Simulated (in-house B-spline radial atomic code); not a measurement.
Checks on a self-consistent run for Tc4+, [Ar] 3d10 4s2 4p5 4d3 7g1. Method: Dirac-Hartree-Fock, average of configuration, Fermi nucleus of rms radius 4.41117 fm. Calculated with an all-electron radial atomic-structure program (B-spline basis).

```
orbital        q      ε (Eh)     <1/r>        <r²>  small-component weight
  1s1/2        2  -780.64786   44.7108  0.00158558                0.024645
  2s1/2        2  -116.32604   10.2288   0.0262168               0.0051012
  2p1/2        2  -107.09730   10.1692   0.0198595               0.0050747
  2p3/2        4  -102.72491   9.66402   0.0212031               0.0049034
  3s1/2        2   -23.49423   3.52944    0.194575               0.0013858
  3p1/2        2   -19.89110   3.41843    0.192999               0.0013229
  3p3/2        4   -19.13239   3.29995    0.202462               0.0012795
  3d3/2        4   -12.80966   3.10637    0.186928               0.0011564
  3d5/2        6   -12.66578   3.07523    0.189977               0.0011431
  4s1/2        2    -5.50793   1.30894     1.20871              0.00032107
  4p1/2   1.6667    -4.36118   1.21076     1.39149              0.00028481
  4p3/2   3.3333    -4.23818   1.17998     1.44892              0.00027592
  4d3/2      1.2    -2.56044  0.951657     2.14781               0.0001908
  4d5/2      1.8    -2.54550  0.944564     2.17488              0.00018871
  7g7/2  0.44444    -0.25607  0.103346     180.308              6.9702e-06
  7g9/2  0.55556    -0.25607  0.103353     180.297              6.9713e-06
```

Electron-electron repulsion V_ee = 1527.5826 hartree.

What total energy follows from the eigenvalues?

The eigenvalues count the repulsion twice, so E = Σqε - V_ee = -2749.898 - 1527.583 = -4277.480 hartree; the run printed -4277.480.

Does the Dirac virial theorem hold?

For a point nucleus E = -2c²Σq·w, with w the small-component weight. Here Σq·w = 0.11389 and c = 137.0360, so the ratio E/(-2c²Σq·w) is 1.000029; the finite nucleus accounts for the departure from 1.

What diamagnetic shielding (Lamb formula) and susceptibility (Langevin formula) do the radii give?

σ = (α²/3)Σq<1/r> = 238.361/(3·137.036²) = 4231 ppm, and χ = -0.79199×10⁻⁶·Σq<r²> = -158.4×10⁻⁶ cm³/mol with Σq<r²> = 200.01 bohr². Both are non-relativistic formulas without the paramagnetism of open shells.
